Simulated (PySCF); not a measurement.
Predicted spectroscopic data

- GIAO PBE0/pcSseg-1 shieldings
- GFN2-xTB structure
- run in PySCF 2.14.0 with density-fitted response routines
- single conformer, non-relativistic Hamiltonian, gas phase, one averaged value for each set of equivalent atoms

δ = σ(ref) − σ, references computed at the same level: TMS for ¹H (σref 31.72) and ¹³C (σref 186.93). Splittings of carbon signals by F and P are missing where no couplings were computed. Where no couplings were computed, multiplicities follow the n + 1 count of equivalent neighbours, and m marks all less simple cases (inequivalent or close neighbours, rings, F or P nearby). Shifts are as computed. Against solution values, carbons near 30 ppm lie about +3 ppm off and those near 130 ppm about +5 ppm. Of 1211 compounds with measured shifts, 218 miss one by over three times the rms of a fit or turn the order of signals round; such compounds aren't used in these exercises.

**1.** SMILES O([Si](OC)(C)C(F)F)C, C$_{4}$H$_{10}$F$_{2}$O$_{2}$Si. ¹H NMR (500 MHz, computed): δ 5.97 (m, 1H), 3.92 (s, 6H), 0.19 (s, 3H). ¹³C{¹H} NMR (computed): δ 127.4 (CH), 52.8 (CH3), -6.0 (CH3).

**2.** `InChI=1S/C5H4F4O2/c6-4(2-1-3-10-4)11-5(7,8)9/h1-2H,3H2/t4-/m1/s1`. ¹H NMR (500 MHz, computed): δ 6.46 (m, 1H), 6.11 (m, 1H), 5.26 (m, 1H), 5.24 (m, 1H). ¹³C{¹H} NMR (computed): δ 142.3, 137.1, 133.5, 129.4, 81.3.
